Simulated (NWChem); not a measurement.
System: C2H7Sb; SMILES [CH3][SbH][CH3]

Parts of the log:

```
             Northwest Computational Chemistry Package (NWChem) 7.3.0
             --------------------------------------------------------

 CS  symmetry detected

                             Geometry "geometry" -> ""
                             -------------------------

 Output coordinates in angstroms (scale by  1.889725989 to convert to a.u.)

  No.       Tag          Charge          X              Y              Z
 ---- ---------------- ---------- -------------- -------------- --------------
    1 Sb                  51.0000    -0.39648971     0.02995500     0.00000000
    2 H                    1.0000    -0.57596488    -1.68364113     0.00000000
    3 C                    6.0000     1.07297125     0.00701037    -1.60361500
    4 H                    1.0000     1.86452660    -0.72627438    -1.39768500
    5 H                    1.0000     1.51748179     1.00825963    -1.69651100
    6 H                    1.0000     0.57863411    -0.24607945    -2.55225100
    7 C                    6.0000     1.07297125     0.00701037     1.60361500
    8 H                    1.0000     1.86452660    -0.72627438     1.39768500
    9 H                    1.0000     0.57863411    -0.24607945     2.55225100
   10 H                    1.0000     1.51748179     1.00825963     1.69651100

 Effective nuclear repulsion energy (a.u.)     258.2537752870

      Symmetry information
      --------------------

 Group name             Cs
 Group number              2
 Group order               2
 No. of unique centers     6

                                 NWChem DFT Module
                                 -----------------

 Summary of "ao basis" -> "ao basis" (spherical)
 ------------------------------------------------------------------------------
       Tag                 Description            Shells   Functions and Types
 ---------------- ------------------------------  ------  ---------------------
 Sb                         def2-svp                10       26   4s4p2d
 H                          def2-svp                 3        5   2s1p
 C                          def2-svp                 6       14   3s2p1d

      Symmetry analysis of basis
      --------------------------

        a'         51
        a"         38

            General Information
            -------------------
          SCF calculation type: DFT
          Wavefunction type:  closed shell.
          No. of atoms     :    10
          No. of electrons :    42
           Alpha electrons :    21
            Beta electrons :    21
          Charge           :     0
          Spin multiplicity:     1
          Use of symmetry is: on ; symmetry adaption is: on
          Maximum number of iterations: 150
          AO basis - number of functions:    89
                     number of shells:    43
          Convergence on energy requested:  1.00D-06
          Convergence on density requested:  1.00D-05
          Convergence on gradient requested:  5.00D-04

              XC Information
              --------------
                       PW6B95 Method XC Functional
                     Hartree-Fock (Exact) Exchange  0.280
                    PW6B95 GGA Exchange Functional  0.720
                      PW6B95 Correlation Potential  1.000

             Grid Information
             ----------------
          Grid used for XC integration:  medium
          Radial quadrature: Mura-Knowles
          Angular quadrature: Lebedev.
          Tag              B.-S. Rad. Rad. Pts. Rad. Cut. Ang. Pts.
          ---              ---------- --------- --------- ---------
          Sb                  1.45      123           9.0       590
          H                   0.35       45          12.0       434
          C                   0.70       49          11.0       434
          Grid pruning is: on
          Number of quadrature shells:   352
          Spatial weights used:  Erf1

      Superposition of Atomic Density Guess
      -------------------------------------

 Sum of atomic energies:        -356.35688847

      Non-variational initial energy
      ------------------------------

 Total energy =    -319.310307
 1-e energy   =    -792.952731
 2-e energy   =     338.066186
 HOMO         =      -0.257736
 LUMO         =       0.030355

      Symmetry analysis of molecular orbitals - initial
      -------------------------------------------------

  Numbering of irreducible representations:

     1 a'          2 a"

  Orbital symmetries:

     1 a'          2 a"          3 a'          4 a'          5 a"
     6 a'          7 a"          8 a'          9 a"         10 a'
    11 a'         12 a'         13 a"         14 a'         15 a'
    16 a'         17 a"         18 a"         19 a'         20 a"
    21 a'         22 a"         23 a'         24 a'         25 a'
    26 a"         27 a'         28 a'         29 a"         30 a"
    31 a'

     ---------------------------------------------
      Total Density - Mulliken Population Analysis
     ---------------------------------------------

    Atom       Charge   Shell Charges
 -----------   ------   -------------------------------------------------------
    1 Sb  23    22.52   2.11 -0.08  1.16  0.59  2.96  3.06  1.50  1.12  9.80  0.31
    2 H    1     1.07   0.65  0.41  0.01
    3 C    6     6.58   1.99  0.96  0.31  2.04  1.26  0.01
    4 H    1     0.88   0.66  0.19  0.03
    5 H    1     0.88   0.66  0.19  0.03
    6 H    1     0.87   0.66  0.19  0.03
    7 C    6     6.58   1.99  0.96  0.31  2.04  1.26  0.01
    8 H    1     0.88   0.66  0.19  0.03
    9 H    1     0.87   0.66  0.19  0.03
   10 H    1     0.88   0.66  0.19  0.03

   convergence    iter        energy       DeltaE   RMS-Dens  Diis-err
 ---------------- ----- ----------------- --------- --------- ---------
 d= 0,ls=0.0,diis     1   -320.8167524579 -4.56D+02  7.29D-03  1.45D-01
 d= 0,ls=0.0,diis     2   -320.8359524703 -1.92D-02  2.71D-03  2.53D-02
 d= 0,ls=0.0,diis     3   -320.8374728640 -1.52D-03  1.13D-03  1.65D-02
 d= 0,ls=0.0,diis     4   -320.8398497479 -2.38D-03  2.13D-04  2.63D-04
 d= 0,ls=0.0,diis     5   -320.8398863689 -3.66D-05  3.03D-05  7.63D-06
 d= 0,ls=0.0,diis     6   -320.8398870386 -6.70D-07  9.13D-06  2.92D-07

         Total DFT energy =     -320.839887038600
      One electron energy =     -796.576834401669
           Coulomb energy =      373.228286601907
    Exchange-Corr. energy =      -33.067577670874
 Nuclear repulsion energy =      135.576238432035

 Numeric. integr. density =       41.999998082185

                  Occupations of the irreducible representations
                  ----------------------------------------------

                     irrep           alpha         beta
                     --------     --------     --------
                     a'               13.0         13.0
                     a"                8.0          8.0

                       DFT Final Molecular Orbital Analysis
                       ------------------------------------

 Vector   19  Occ=2.000000D+00  E=-3.204648D-01  Symmetry=a'
              MO Center= -5.1D-03, -5.9D-01,  1.5D-13, r^2= 3.3D+00
   Bfn.  Coefficient  Atom+Function         Bfn.  Coefficient  Atom+Function
  ----- ------------  ---------------      ----- ------------  ---------------
    27      0.348041   2 H  s                12     -0.291493   1 Sb py
    28      0.233105   2 H  s                11     -0.211467   1 Sb px
    35      0.149373   3 C  px               64      0.149373   7 C  px
    15     -0.143930   1 Sb py               51      0.131967   5 H  s
    85      0.131967  10 H  s                 9      0.111600   1 Sb py

 Vector   20  Occ=2.000000D+00  E=-3.086160D-01  Symmetry=a"
              MO Center=  5.8D-01,  1.2D-03, -1.3D-13, r^2= 3.5D+00
   Bfn.  Coefficient  Atom+Function         Bfn.  Coefficient  Atom+Function
  ----- ------------  ---------------      ----- ------------  ---------------
    13      0.367232   1 Sb pz               37     -0.278119   3 C  pz
    66     -0.278119   7 C  pz               16      0.179216   1 Sb pz
    35      0.165485   3 C  px               64     -0.165485   7 C  px
    40     -0.162539   3 C  pz               69     -0.162539   7 C  pz
    10     -0.140956   1 Sb pz               56      0.131644   6 H  s

 Vector   21  Occ=2.000000D+00  E=-2.463427D-01  Symmetry=a'
              MO Center= -3.7D-01,  1.2D-01, -3.9D-15, r^2= 3.2D+00
   Bfn.  Coefficient  Atom+Function         Bfn.  Coefficient  Atom+Function
  ----- ------------  ---------------      ----- ------------  ---------------
    11     -0.359696   1 Sb px                3      0.344644   1 Sb s
     4      0.332969   1 Sb s                12      0.259899   1 Sb py
    14     -0.259772   1 Sb px               15      0.188833   1 Sb py
     1     -0.155050   1 Sb s                35      0.155654   3 C  px
    64      0.155654   7 C  px               27     -0.153704   2 H  s

 Vector   22  Occ=0.000000D+00  E= 1.424094D-02  Symmetry=a"
              MO Center= -3.2D-01,  4.5D-03,  2.2D-13, r^2= 4.9D+00
   Bfn.  Coefficient  Atom+Function         Bfn.  Coefficient  Atom+Function
  ----- ------------  ---------------      ----- ------------  ---------------
    16      1.055069   1 Sb pz               34      0.919933   3 C  s
    63     -0.919933   7 C  s                13      0.329928   1 Sb pz
    47     -0.248262   4 H  s                76      0.248262   8 H  s
    38     -0.236633   3 C  px               67      0.236633   7 C  px
    52     -0.195431   5 H  s                86      0.195431  10 H  s

[...]
```

Level: PW6B95/def2-SVP with def2 effective core potentials on Sb. Coordinates come from a PBE0/def2-SVP optimisation. def2 effective core potentials on Sb; no spin-orbit coupling.

**Question.** Write an input that gives this output.

**Answer.** This is not unique; one that fits is the input that was run:
```
start job
memory heap 200 mb stack 900 mb global 1100 mb
geometry units angstroms noautoz
  Sb    -0.382904     0.014962     0.000000
  H     -0.541959    -1.700650     0.000000
  C      1.086726     0.009519     1.603615
  H      1.886958    -0.714287     1.397685
  H      1.519281     1.015991     1.696511
  H      0.595438    -0.249440     2.552251
  C      1.086726     0.009519    -1.603615
  H      1.886958    -0.714287    -1.397685
  H      0.595438    -0.249440    -2.552251
  H      1.519281     1.015991    -1.696511
end
basis spherical
  * library def2-svp
end
ecp
  Sb library def2-ecp
end
dft
  xc pw6b95
  iterations 150
  mulliken
end
task dft energy
```
